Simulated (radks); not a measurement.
Polarisability of the nitrogen ion N+, [He] 2s2 2p2, at imaginary frequency. Calculated with a radial shooting solver on a logarithmic mesh with Libxc functionals: scalar-relativistic Kohn-Sham, LDA (Slater exchange, Perdew-Wang correlation), spin-polarised, spherical densities, finite nucleus; open shells are filled with parallel spins first; Fermi nuclear charge, rms radius 2.5582 fm. Response by self-consistent Sternheimer equations with the Hartree and adiabatic LDA kernel, the relativistic mass of each level held fixed and spin-orbit coupling left out.

| w (hartree) | alpha1(iw) (bohr^3) |
|---|---|
| 0.00266 | 3.884 |
| 0.0143 | 3.882 |
| 0.0360 | 3.871 |
| 0.0697 | 3.836 |
| 0.118 | 3.752 |
| 0.186 | 3.579 |
| 0.280 | 3.276 |
| 0.413 | 2.821 |
| 0.605 | 2.242 |
| 0.892 | 1.613 |
| 1.35 | 1.026 |
| 2.12 | 0.5566 |
| 3.59 | 0.2440 |
| 6.94 | 0.07859 |
| 17.5 | 0.01514 |

Static values: alpha1 = 3.884 bohr^3 (0.5755 angstrom^3; uncoupled 5.555). C6 = 8.402, triple-dipole C9 = 23.18 atomic units. One-pole (London) frequency 4 C6 / (3 alpha1^2) = 0.743 hartree, against 0.813 for minus the highest occupied eigenvalue.
